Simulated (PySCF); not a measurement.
ClGeH6NSi. Atoms are numbered in the order given.

```xyz
10

N     -1.8859     0.8729     0.8781
Si    -0.8909    -0.3522     0.1995
Cl    -1.0803    -0.5763    -1.8790
Ge     1.3828     0.2078     0.5811
H     -2.8864     0.7229     0.9597
H     -1.6818     1.8485     0.6895
H     -1.3187    -1.6515     0.7858
H      2.3156    -0.7736    -0.1479
H      1.6431     1.6261     0.0364
H      1.7185     0.1965     2.0843
```

The structure is a stationary point at PBE0-D3(BJ)/def2-SVP. The structure was generated by enumeration; whether it is a known compound was not checked. Other conformers were not sampled.

These are PBE/def2-TZVP in PySCF values and carry that method's errors.

Atomic charges (e):

| atom | Mulliken | Löwdin |
|---|---|---|
| N1 | -0.56 | -0.25 |
| Si2 | 0.34 | -0.30 |
| Cl3 | -0.24 | 0.18 |
| Ge4 | -0.02 | 0.22 |
| H5 | 0.24 | 0.16 |
| H6 | 0.24 | 0.16 |
| H7 | -0.02 | -0.03 |
| H8 | 0.01 | -0.04 |
| H9 | 0.00 | -0.05 |
| H10 | 0.01 | -0.05 |
